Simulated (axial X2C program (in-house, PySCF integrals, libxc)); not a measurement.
## NHfO: properties at the nuclei

Computed with an in-house all-electron X2C program for linear molecules (integrals from PySCF): two-component X2C with atomic mean-field Coulomb and Gaunt terms, Gaussian nuclei, basis N dyall-av3z, Hf dyall-v3z, O dyall-av3z with contracted cores.

N–Hf–O held linear, with bonds 1.844 and 1.825 Å (near the PBE0 minimum at charge 0 of the determinant lowest at the starting distance; the state shown can have its own minimum elsewhere, held linear; other orders of the atoms were not compared).

Input and command:
```json
{"zs": [7, 72, 8], "q": 0, "bas": ["dyall-av3z", "dyall-v3z", "dyall-av3z"], "r0": [1.88, 1.85], "symm": 0, "scan": ["PBE0", "HF", "TPSSh"], "levels": ["PBE0", "HF", "B3LYP"], "nst": 2}
```
```bash
python solin.py task.json out
```

Keys: zs atomic numbers; q charge; bas basis sets; r0 starting distance in Å; symm equal bonds; scan levels of the two-bond scan; levels methods; nst determinants followed.

Determinant lowest in the PBE0 search, Ω = 1/2 (⟨Sz⟩ = 0.49, ⟨Lz⟩ = 0.01 at PBE0), spin on the atoms N 0.46, Hf -0.06, O 0.10:

| level | Eeff magnitude (GV/cm) | Ws magnitude Hf (kHz) | A∥/gI N (MHz) | qzz N (a.u.) | A∥/gI Hf (MHz) | qzz Hf (a.u.) | A∥/gI O (MHz) | qzz O (a.u.) | μ (D) |
| --- | --- | --- | --- | --- | --- | --- | --- | --- | --- |
| PBE0 | 16 | 31.7 | 285 | 0.49 | 2070 | -14.70 | 125 | -0.44 | 0.12 |
| HF | 15.8 | 30.1 | 453 | 0.53 | 2090 | -15.42 | 94.9 | -1.03 | -0.99 |
| B3LYP | 15.3 | 30 | 289 | 0.47 | 2130 | -14.94 | 132 | -0.42 | 0.22 |

Eeff is the effective electric field on the electron electric dipole moment in this Ω state and Ws the scalar–pseudoscalar constant of the nucleus named (defined with the proton number Z and per Ω); A∥ (defined per Ω) follows by multiplying with gI = μI/(I μN); qzz is the electric field gradient, eQq0 = 234.96 MHz × Q/barn × qzz; μ is positive if the O end (last atom) is positive. The operators were transformed with the bare-nucleus X2C matrices; with these basis sets, hyperfine constants and field gradients can be off by tens of per cent, and where levels differ in sign neither size nor sign is settled.

(1) With gI(14N) = 0.4038, Q(14N) = 0.02044 barn, gI(177Hf) = 0.2267, Q(177Hf) = 3.365 barn, gI(17O) = -0.7575 (g factors from the IAEA table of nuclear moments by Stone; Q from Pyykkö, Mol. Phys. 2018), turn the PBE0 values of the first state into constants in MHz.

The molecule was held linear; bending was not examined, so a bent shape may lie lower.

Each state is one determinant with collinear spin. Unrestricted Hartree–Fock can overshoot spin polarisation at the nuclei. States lie within half an eV, so the first need not be the ground state. Further determinants of the search, some of them spin-mixed, are not shown.

Results:

(1) A∥(14N) = 285 × 0.4038 = 115 MHz; eQq0(14N) = 234.96 × (0.02044) × (0.49) = 2.35 MHz; A∥(177Hf) = 2070 × 0.2267 = 469 MHz; eQq0(177Hf) = 234.96 × (3.365) × (-14.70) = -11600 MHz; A∥(17O) = 125 × -0.7575 = -94.7 MHz.
